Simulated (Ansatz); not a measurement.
Ansatz (a quantum-chemistry and plane-wave program) input (B3LYP-D3(BJ)/def2-TZVP):

Ansatz 0.2 input:
```yaml
crystal:
  periodic: [false, false, false]
  atoms:
    - {symbol: F, position_ang: [-0.88343427, 1.00493378, 0.09698850]}
    - {symbol: C, position_ang: [-0.27692248, -0.27277027, 0.37041527]}
    - {symbol: Cl, position_ang: [1.55564473, 0.05508482, 0.18668067]}
    - {symbol: H, position_ang: [-0.47758889, -0.82595915, -0.59116212]}
basis:
  gaussian:
    orbitals: def2-TZVP
hamiltonian:
  xc: b3lyp
  dispersion: d3bj
total_charge: -1
relax: {f_tol: 0.002, max_steps: 150}
```

End of the output:

```
reference -16294.27909483 eV, -598.8037120759 hartree; 17, 17 occupied and 88, 88 virtual orbitals, 643 factors
relax step   9: F+E_penalty+E_count = -16294.36830532 eV  Δ(F+E_penalty+E_count) = -1.900e-7 eV  max|allowed force component| = 8.266e-4 eV/Å  Δτ_max = 0.0001 Å  (32 SCF iters, accepted)
integrals: 0.02 GiB planned
643 factors; their error is unknown
mean field: 0.27 GiB planned
mean field evaluation 96: about -16294.2789 eV, gradient 3.4e-5 eV
mean field -16294.27891794 eV, -598.8037055752 hartree, gradient 2.3e-5 eV, S^2 0.000000; 1 other end points of the search recorded, 0 dependent functions left out
the calculation of the forces begins
reference -16294.27909483 eV, -598.8037120759 hartree; 17, 17 occupied and 88, 88 virtual orbitals, 643 factors
Total energy: -16294.36848221 eV, -598.8069970015 hartree
Atom 0 at    -0.918200     0.996203     0.084103 Å, force    -0.000079     0.000133    -0.000052 eV/Å
Atom 1 at    -0.360538    -0.283141     0.401314 Å, force    -0.000054    -0.000615    -0.000827 eV/Å
Atom 2 at     1.645071     0.039778     0.162542 Å, force     0.000342     0.000111     0.000095 eV/Å
Atom 3 at    -0.448634    -0.791550    -0.585037 Å, force    -0.000209     0.000371     0.000784 eV/Å
Dipole moment:     0.075797     0.116489    -0.311919 e Å
```

It need not be the lowest isomer of its formula. Whether it binds its extra electron was not tested at this geometry.
